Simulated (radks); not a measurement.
The table gives one normalised radial function P(r) = r R(r) of Pm4+ in [Xe] 4f3 (r in bohr). Method: scalar-relativistic Kohn-Sham, revPBE, spin-polarised, spherical densities, point nucleus; open shells are filled with parallel spins first (spin-orbit coupling, left out, can overturn this in heavy ions); computed with a radial shooting solver on a logarithmic mesh with Libxc functionals.

| r | P |
|---|---|
| 0.001941 | 0.0685 |
| 0.002966 | 0.0933 |
| 0.004568 | 0.1225 |
| 0.006981 | 0.1493 |
| 0.01075 | 0.1611 |
| 0.01643 | 0.1336 |
| 0.02531 | 0.0379 |
| 0.03867 | -0.1208 |
| 0.05957 | -0.2527 |
| 0.09102 | -0.1597 |
| 0.1402 | 0.2066 |
| 0.2142 | 0.3529 |
| 0.33 | -0.1902 |
| 0.5043 | -0.5365 |
| 0.7768 | 0.2762 |
| 1.187 | 1.0085 |
| 1.828 | 0.6649 |
| 2.794 | 0.1440 |
| 4.303 | 0.0075 |
| 6.576 | 0.0001 |

Which n and l does it have? It may be an empty orbital.

Answer. n = 5, l = 0: the number of nodes gives n - l - 1 = 4, the rise at small r (about r^(l+1), flatter next to the nucleus through relativity) gives l, and the extent must fit the shell. The curve is that of 5s down; the table hardly tells the two spins apart. 5s down: eigenvalue -84.263 eV, 4 radial nodes at r = 0.0284, 0.112, 0.294, 0.697 bohr, <r> = 1.38 bohr, 90 % of the charge inside 1.96 bohr.
